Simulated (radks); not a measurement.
All-electron atom: Tm I in [Xe] 4f13 5d1 6s0.5 6p0.5 (fractional occupations, a model configuration).

Method: Dirac Kohn-Sham, PBEsol, spin-unpolarised, spherical densities, point nucleus; open shells fill j = l - 1/2 first; computed with a radial shooting solver on a logarithmic mesh with Libxc functionals.

Energy parts (hartree):
part                       energy
total                 -13577.7361
kinetic                15036.6011
electron-nucleus      -33664.0063
Hartree                 5332.2429
exchange-correlation    -282.5739

Orbitals (lengths in bohr, moments of r in powers of bohr; r(max) is where P^2 peaks; r(90%) holds 90 % of the orbital's charge):
orbital	occ.	eigenvalue (hartree)	r(90%)	r(max)	<1/r>
1s1/2	2	-2175.420	0.0363	0.01261	79.10
2s1/2	2	-366.8178	0.131	0.07208	19.06
2p1/2	2	-349.6402	0.116	0.05403	19.03
2p3/2	4	-313.6377	0.126	0.06036	16.42
3s1/2	2	-82.42815	0.324	0.2035	6.978
3p1/2	2	-74.87192	0.316	0.1912	6.894
3p3/2	4	-67.27085	0.336	0.2044	6.225
3d3/2	4	-54.37943	0.308	0.1611	6.113
3d5/2	6	-52.71782	0.313	0.1647	5.951
4s1/2	2	-16.22677	0.716	0.4648	2.921
4p1/2	2	-13.18989	0.737	0.4665	2.811
4p3/2	4	-11.47125	0.784	0.4946	2.579
4d3/2	4	-6.47606	0.851	0.4962	2.357
4d5/2	6	-6.16341	0.868	0.5053	2.299
5s1/2	2	-1.95681	1.79	1.092	1.084
5p1/2	2	-1.13946	2.07	1.193	0.9463
5p3/2	4	-0.93008	2.25	1.284	0.8619
6s1/2	0.5	-0.15077	6.02	3.329	0.3130
4f5/2	6	-0.13868	1.40	0.4928	1.703
4f7/2	7	-0.09476	1.46	0.4983	1.668
6p1/2	0.5	-0.05829	8.54	4.607	0.2212
6p3/2	0	-0.04990	9.18	4.977	0.2046
5d3/2	1	-0.04158	6.63	2.073	0.3840
5d5/2	0	-0.03524	7.16	2.193	0.3569

The highest occupied level is 5d3/2 at -1.132 eV. The configuration is held as typed, so some empty levels lie below it. Summed over all electrons, <r^2> = 84.07 bohr^2, which gives a Langevin (diamagnetic) susceptibility term of -66.6 x 10^-6 cm^3/mol. The density falls to 0.001 e/bohr^3 at r = 4.97 bohr.
